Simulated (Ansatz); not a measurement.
Coupled-cluster diagnostics for SiH(SiH3)3 (Si4H10), Ansatz.

Geometry of the singlet (r2SCAN-D4/def2-SVP):

```xyz
14

Si   -0.603   -0.338    0.076
Si    1.165   -1.683    0.838
Si   -0.645    1.655    1.318
Si   -0.258    0.175   -2.189
H    -1.904   -1.067    0.241
H     1.267   -2.937    0.030
H     0.973   -2.048    2.275
H     2.445   -0.923    0.704
H    -0.773    1.369    2.780
H    -1.787    2.521    0.893
H     0.632    2.398    1.086
H    -0.260   -1.067   -3.021
H     1.069    0.848   -2.336
H    -1.320    1.097   -2.695
```

Correlated methods freeze 20 core orbitals.

**Question.** Estimate the CCSD(T) correlation energy, the shares of MP2 and (T), T1 and the reference's ⟨S²⟩ for: charge 0, singlet, own geometry in def2-TZVP; and the rough time on 4 threads of Arm Neoverse V2 on a shared host.

**Answer.** 
```csv
state,basis,correlation (eV),MP2 share (%),(T) share (%),T1,⟨S²⟩ (pure),wall time
"charge 0, singlet, own geometry",def2-TZVP,-16.150,80.9,3.4,0.014,0.00 (0.00),44 s
```
Customary marks for T1 are 0.02 (closed shells), 0.045 (open shells) and about 0.05 (3d metals). T1 stays under 0.02 throughout.
